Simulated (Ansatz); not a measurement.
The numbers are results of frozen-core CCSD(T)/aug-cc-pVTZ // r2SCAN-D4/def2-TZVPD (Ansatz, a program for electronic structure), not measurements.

Ansatz 0.2 input:
```yaml
crystal:
  periodic: [false, false, false]
  atoms:
    - { symbol: C, position_ang: [-0.682838, -0.256056, 0.000307] }
    - { symbol: O, position_ang: [0.579183, -0.862906, -0.121149] }
    - { symbol: C, position_ang: [1.793163, 0.120648, -0.062561] }
    - { symbol: O, position_ang: [1.435579, 1.26858, 0.081088] }
    - { symbol: H, position_ang: [-1.452998, -1.037672, -0.054503] }
    - { symbol: H, position_ang: [-0.873186, 0.481698, -0.797141] }
    - { symbol: H, position_ang: [-0.798904, 0.28571, 0.953961] }
basis:
  gaussian: { orbitals: aug-cc-pVTZ }
correlation:
  method: ccsd_t
total_charge: -1
```

Output:

```
Functional definition: HF
1490 factors; integrals over basis functions are off by at most 1.2e-3 eV
mean field evaluation 1: about -6181.8057 eV, gradient 2.6e1 eV
mean field evaluation 2: about -6181.8065 eV, gradient 2.6e1 eV
mean field evaluation 4: about -6183.5262 eV, gradient 4.9e0 eV
mean field evaluation 8: about -6183.5931 eV, gradient 2.3e-1 eV
mean field evaluation 16: about -6183.5852 eV, gradient 1.3e0 eV
mean field -6183.59351442 eV, -227.2428702647 hartree, gradient 4.5e-6 eV, S^2 0.000000; 0 other end points of the search recorded, 0 dependent functions left out
4 core orbitals not correlated
reference -6183.59351442 eV, -227.2428702647 hartree; 12, 12 occupied and 237, 237 virtual orbitals, 1490 factors
second order -22.61852793 eV of doubles, -0.00000000 eV of singles
cycle   1  -22.07268004 eV  change    5.5e-1 eV  update   1.3e-1
cycle   2  -22.73123978 eV  change   -6.6e-1 eV  update   4.5e-2
cycle   3  -22.90451583 eV  change   -1.7e-1 eV  update   2.4e-2
cycle   4  -22.88347765 eV  change    2.1e-2 eV  update   7.4e-3
cycle   5  -22.87720409 eV  change    6.3e-3 eV  update   4.3e-3
cycle   6  -22.87975184 eV  change   -2.5e-3 eV  update   1.8e-3
cycle   7  -22.87980104 eV  change   -4.9e-5 eV  update   9.1e-4
cycle   8  -22.87929258 eV  change    5.1e-4 eV  update   4.1e-4
cycle   9  -22.87925270 eV  change    4.0e-5 eV  update   2.0e-4
cycle  10  -22.87954961 eV  change   -3.0e-4 eV  update   9.7e-5
cycle  11  -22.87938948 eV  change    1.6e-4 eV  update   4.7e-5
cycle  12  -22.87938150 eV  change    8.0e-6 eV  update   2.5e-5
perturbative correction -1.09374970 eV, -0.0401945601 hartree
Total energy: -6207.56664562 eV, -228.1238665868 hartree
```

Cost: about 120 core-seconds (a rough figure).
